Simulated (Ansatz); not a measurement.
Consider the cleavage of the Si–Si bond: `OB[SiH2][SiH2]F` + `O[SiH](O)F` → `O[SiH](F)O[SiH2]F` + `OB[SiH3]`.

Calculated with Ansatz (gas phase, PBE0-D4/def2-TZVP geometries, no zero-point term in ΔE). CBS: MP2 limit from def2 TZ/QZ plus the TZ coupled-cluster correction, frozen cores. This one scheme is used for every species. DFT in def2-TZVPP. One conformer a species, not always the lowest.

```tsv
level	ΔE (kJ/mol)	difference from CCSD(T)/CBS
PBE-D4	-94.3	30.9
r2SCAN-D4	-116.2	9.0
PBE0-D4	-105.7	19.5
ωB97X-V	-121.1	4.1
ωB97M-V	-125.1	0.1
B2PLYP	-129.8	-4.6
PBE	-95.8	29.4
HF/def2-TZVPP	-160.5	-35.3
MP2/def2-TZVPP	-132.6	-7.4
SCS-MP2/def2-TZVPP	-138.4	-13.2
CCSD/def2-TZVPP	-131.9	-6.7
HF/def2-QZVPP	-163.9	-38.7
MP2/def2-QZVPP	-133.0	-7.8
SCS-MP2/def2-QZVPP	-138.7	-13.5
HF/CBS(def2)	-164.4	-39.2
CCSD/CBS(def2)	-130.6	-5.4
CCSD(T)/CBS	-125.2	0
```

Largest T1 diagnostic among the species: 0.014.

In def2-TZVPP, CCSD(T) changes the Hartree–Fock value by +34.0 kJ/mol (the triples alone add +5.4 kJ/mol) and MP2 by +27.9 kJ/mol. From PBE to PBE0 (25 % exact exchange), in def2-TZVPP and without D4, ΔE moves by −11.2 kJ/mol.
